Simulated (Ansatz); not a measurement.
Molecule: selenium dioxide, SeO2, charge 0, multiplicity 1. 
Geometry from a B3LYP-D3(BJ)/def2-TZVP (Ansatz, a program for electronic structure) optimisation:
```xyz
3

O     -1.3669     0.5583    -0.0329
Se     0.0083    -0.2816     0.0062
O      1.3317     0.6385     0.0066
```

Property: atomisation energy (electronic, to ground-state atoms), in eV. Correlated levels leave the core frozen unless marked. Open shells are spin-unrestricted. Spin-orbit coupling is left out. The frozen core is the preceding noble-gas configuration, with the filled d and f shells of earlier blocks. No relativistic terms. The coupled-cluster limit lacks core correlation, which all-electron functionals hold. CBS marks a two-point X^-3 extrapolation of the correlation energy; Hartree-Fock from the larger set.

```json
[
 {"level": "HF/STO-3G", "program": "Ansatz", "atomisation energy (eV)": "-4.09"},
 {"level": "HF/cc-pVDZ", "program": "Ansatz", "atomisation energy (eV)": "0.75"}
]
```

The program attaches cautions to a run behind HF/STO-3G: large difference.

Task: Predict the CCSD(T)/CBS(cc-pVTZ,cc-pVQZ) result (Ansatz).

Result: 9.00 eV
